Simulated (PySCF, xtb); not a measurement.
C₂H₃F₃, SMILES CC(F)(F)F.

GFN2-xTB run with xtb 6.7.1 at its own geometry gives an orbital gap of 14.68 eV and a dipole moment of 3.12 D.

The structure is a stationary point at B3LYP-D3(BJ)/def2-SVP.

**Question.** What does HF/def2-TZVP (PySCF) give? (An estimate is asked for; the answer gives what the named calculation found.)

**Answer.** gap 19.19 eV (levels -15.37 and 3.82 eV), dipole 2.52 D.
